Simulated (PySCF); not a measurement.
**A small calculation by hand: oscillator strength and radiative lifetime**

H8NSi3, SMILES [SiH3]N([SiH3])[SiH2] (connectivity only; charge and spin as stated), charge +1, multiplicity 1.

The structure is a stationary point at PBE-D3(BJ)/def2-SVP. The multiplicity is an assumed one; no other spin state was optimised. The isomer is the one that the SMILES or the coordinates give; other isomers of the formula were not compared.

TDDFT-B3LYP/def2-SVPD run with PySCF puts the first singlet state with f over 0.02 at 4.90 eV (vertical), with the transition dipole (0.000, 0.000, -1.041) in atomic units.

Question: Find the oscillator strength, the wavelength and the radiative lifetime that this transition would have in vacuum if emission retraced absorption.

Answer: 
|μ|² = 1.0837 au, so |μ| = 2.65 D. ΔE = 4.90/27.211 = 0.1801 hartree. f = (2/3) ΔE |μ|² = 0.130 (the program prints 0.130).
λ = 1239.84/4.90 = 253 nm; ν = 39521 cm⁻¹.
Einstein's coefficient A = 0.6670 ν² f s⁻¹ (ν in cm⁻¹) = 1.4e8 s⁻¹, so τ = 1/A = 7.4 ns. This state is S1. The figure is the radiative limit of this one transition; relaxation, internal conversion, crossing to triplets and a medium change what is measured.
